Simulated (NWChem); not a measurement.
System meant: CH$_{5}$InS; SMILES C[S][InH2]

The following NWChem deck was run.

```
start job
memory heap 200 mb stack 900 mb global 1100 mb
geometry units angstroms noautoz
  In     0.085257     0.960787    -0.001515
  H     -1.182827     2.137194    -0.012374
  H      1.814224     1.134782     0.016148
  S     -0.639148    -1.349537    -0.008297
  C      0.953633    -2.273906    -0.001688
  H      1.016137    -2.892527    -0.917814
  H      0.977342    -2.940089     0.882348
  H      1.830936    -1.599546     0.035318
end
basis spherical
  * library def2-svp
end
ecp
  In library def2-ecp
end
dft
  odft
  mult 2
  xc b3lyp
  iterations 150
  mulliken
end
task dft energy
```

End of the output:

```
 Summary of "ao basis" -> "" (spherical)
 ------------------------------------------------------------------------------
       Tag                 Description            Shells   Functions and Types
 ---------------- ------------------------------  ------  ---------------------
 *                          def2-svp                  on all atoms

                                 NWChem DFT Module
                                 -----------------

 Summary of "ao basis" -> "ao basis" (spherical)
 ------------------------------------------------------------------------------
       Tag                 Description            Shells   Functions and Types
 ---------------- ------------------------------  ------  ---------------------
 In                         def2-svp                10       26   4s4p2d
 H                          def2-svp                 3        5   2s1p
 S                          def2-svp                 8       18   4s3p1d
 C                          def2-svp                 6       14   3s2p1d

 Summary of "ao basis" -> "ao basis" (spherical)
 ------------------------------------------------------------------------------
       Tag                 Description            Shells   Functions and Types
 ---------------- ------------------------------  ------  ---------------------
 In                         def2-svp                10       26   4s4p2d
 H                          def2-svp                 3        5   2s1p
 S                          def2-svp                 8       18   4s3p1d
 C                          def2-svp                 6       14   3s2p1d

  number of electrons :                   48
  multiplicity        :                    2
 ------------------------------------------------------------------------
  no. of electrons and multiplicity not compatible                  48
 ------------------------------------------------------------------------
 ------------------------------------------------------------------------
  current input line :
    26: task dft energy
 ------------------------------------------------------------------------
 ------------------------------------------------------------------------
 There is an error in the input file
 ------------------------------------------------------------------------
 For more information see the NWChem manual at https://nwchemgit.github.io

0: no. of electrons and multiplicity not compatible:Received an Error in Communication
```

### Question
Can this run be used? If not, why, and what is the fix?

### Answer
The input was rejected before any calculation. Cause: the multiplicity doesn't fit the number of electrons (an even count wants an odd multiplicity, and the reverse). This input runs:
```
start job
memory heap 200 mb stack 900 mb global 1100 mb
geometry units angstroms noautoz
  In     0.085257     0.960787    -0.001515
  H     -1.182827     2.137194    -0.012374
  H      1.814224     1.134782     0.016148
  S     -0.639148    -1.349537    -0.008297
  C      0.953633    -2.273906    -0.001688
  H      1.016137    -2.892527    -0.917814
  H      0.977342    -2.940089     0.882348
  H      1.830936    -1.599546     0.035318
end
basis spherical
  In library def2-svp
  H library def2-svp
  S library def2-svp
  C library def2-svp
end
ecp
  In library def2-ecp
end
dft
  xc b3lyp
  iterations 150
  mulliken
end
task dft energy
```
It converges to -629.36597 Ha (B3LYP/def2-SVP with def2 effective core potentials on In).
